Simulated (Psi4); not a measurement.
Cl$_{3}$Sb, singlet, geometry from GFN2-xTB (core potentials on Sb); Psi4 with HF/def2-SVP.

Psi4 was given this input:
```
memory 2 GB

molecule mol {
0 1
  Sb    0.004843   -0.000785    0.619287
  Cl   -1.760197   -0.965587   -0.606784
  Cl    0.035972    2.004188   -0.617068
  Cl    1.709696   -1.036248   -0.634009
}

set basis def2-svp
set reference rhf

energy('scf')
print_variables()
```

The log (banner, timings and long lists left out):

```
   => Loading Basis Set <=

    Name: DEF2-SVP
    Role: ORBITAL
    Keyword: BASIS

    !!!  WARNING: ECP capability is in beta. Please check occupations closely.  !!!

         ---------------------------------------------------------
                                   SCF
               by Justin Turney, Rob Parrish, Andy Simmonett
                          and Daniel G. A. Smith
                              RHF Reference
         ---------------------------------------------------------

  ==> Geometry <==

    Molecular point group: c1
    Full point group: C1

    Geometry (in Angstrom), charge = 0, multiplicity = 1:

       Center              X                  Y                   Z               Mass
    ------------   -----------------  -----------------  -----------------  -----------------
         SB           0.004499903707    -0.000729077936     0.575414385082   120.903812000000
         CL          -1.760540096293    -0.965531077936    -0.650656614918    34.968852682000
         CL           0.035628903707     2.004243922064    -0.660940614918    34.968852682000
         CL           1.709352903707    -1.036192077936    -0.677881614918    34.968852682000

  Running in c1 symmetry.

  Rotational constants: A =      0.05680  B =      0.05680  C =      0.04002 [cm^-1]
  Rotational constants: A =   1702.82704  B =   1702.82677  C =   1199.76689 [MHz]
  Nuclear repulsion =  395.686532790646481

  Charge       = 0
  Multiplicity = 1
  Electrons    = 74
  Nalpha       = 37
  Nbeta        = 37

  ==> Algorithm <==

  SCF Algorithm Type is DF.
  DIIS enabled.
  MOM disabled.
  Fractional occupation disabled.
  Guess Type is SAD.
  Energy threshold   = 1.00e-06
  Density threshold  = 1.00e-06
  Integral threshold = 1.00e-12

  ==> Primary Basis <==

  Basis Set: DEF2-SVP
    Blend: DEF2-SVP
    Number of shells: 34
    Number of basis functions: 80
    Number of Cartesian functions: 85
    Spherical Harmonics?: true
    Max angular momentum: 2

  Core potential: DEF2-SVP
    Number of shells: 4
    Number of ECP primitives: 18
    Number of ECP core electrons: 28
    Max angular momentum: 3

   => Loading Basis Set <=

    Name: (DEF2-SVP AUX)
    Role: JKFIT
    Keyword: DF_BASIS_SCF

  ==> Integral Setup <==

  SCF_SUBTYPE=INCORE selected. In-core MEM_DF algorithm will be used.
  Using in-core AOs.

  ==> MemDFJK: Density-Fitted J/K Matrices <==

    J tasked:                   Yes
    K tasked:                   Yes
    wK tasked:                   No
    Algorithm:                 Core
    Schwarz Cutoff:           1E-12
    Mask sparsity (%):       3.7813
    Fitting Condition:        1E-10

   => Auxiliary Basis Set <=

  Basis Set: (DEF2-SVP AUX)
    Blend: DEF2-UNIVERSAL-JKFIT
    Number of shells: 160
    Number of basis functions: 602
    Number of Cartesian functions: 774
    Spherical Harmonics?: true
    Max angular momentum: 5

  Minimum eigenvalue in the overlap matrix is 1.5555848833E-02.
  Reciprocal condition number of the overlap matrix is 4.6144421423E-03.
    Using symmetric orthogonalization.

  ==> Pre-Iterations <==

  SCF Guess: Superposition of Atomic Densities via on-the-fly atomic UHF (no occupation information).

   -------------------------
    Irrep   Nso     Nmo
   -------------------------
     A         80      80
   -------------------------
    Total      80      80
   -------------------------

  ==> Iterations <==

                           Total Energy        Delta E     RMS |[F,P]|

   @DF-RHF iter SAD: -1615.21507914830431   -1.61522e+03   0.00000e+00
   @DF-RHF iter   1: -1617.36544117919061   -2.15036e+00   3.54453e-03 ADIIS/DIIS
   @DF-RHF iter   2: -1617.41708141174513   -5.16402e-02   1.65832e-03 ADIIS/DIIS
   @DF-RHF iter   3: -1617.42710303784725   -1.00216e-02   3.33031e-04 ADIIS/DIIS
   @DF-RHF iter   4: -1617.42807735295401   -9.74315e-04   1.36793e-04 ADIIS/DIIS
   @DF-RHF iter   5: -1617.42833806053113   -2.60708e-04   3.40659e-05 DIIS
   @DF-RHF iter   6: -1617.42835667864506   -1.86181e-05   8.66068e-06 DIIS
   @DF-RHF iter   7: -1617.42835772071430   -1.04207e-06   1.82373e-06 DIIS
   @DF-RHF iter   8: -1617.42835776156153   -4.08472e-08   3.62946e-07 DIIS
  Energy and wave function converged.

  ==> Post-Iterations <==

    Orbital Energies [Eh]
    ---------------------

    Doubly Occupied:

[...]
      37A     -0.405558

    Virtual:

[...]
      80A     54.806141

    Final Occupation by Irrep:
              A
    DOCC [    37 ]
    NA   [    37 ]
    NB   [    37 ]

  @DF-RHF Final Energy: -1617.42835776156153

   => Energetics <=

    Nuclear Repulsion Energy =            395.6865327906464813
    One-Electron Energy =               -3114.0026631541704774
    Two-Electron Energy =                1100.8877726019622969
    Total Energy =                      -1617.4283577615615286

Computation Completed

Properties will be evaluated at   0.000000,   0.000000,   0.000000 [a0]

Properties computed using the SCF density matrix

 Multipole Moments:

 ------------------------------------------------------------------------------------
     Multipole            Electronic (a.u.)      Nuclear  (a.u.)        Total (a.u.)
 ------------------------------------------------------------------------------------

 L = 1.  Multiply by 2.5417464519 to convert [e a0] to [Debye]
 Dipole X            :          0.3154013           -0.3042329            0.0111684
 Dipole Y            :         -0.0510944            0.0492921           -0.0018023
 Dipole Z            :         40.3314204          -38.9030538            1.4283666
 Magnitude           :                                                    1.4284114

 ------------------------------------------------------------------------------------

  Variable Map:
  ----------------------------------------------------------------------------
[...]
  Array Variable Map:
  ----------------------------------------------------------------------------
[...]
[...]
```
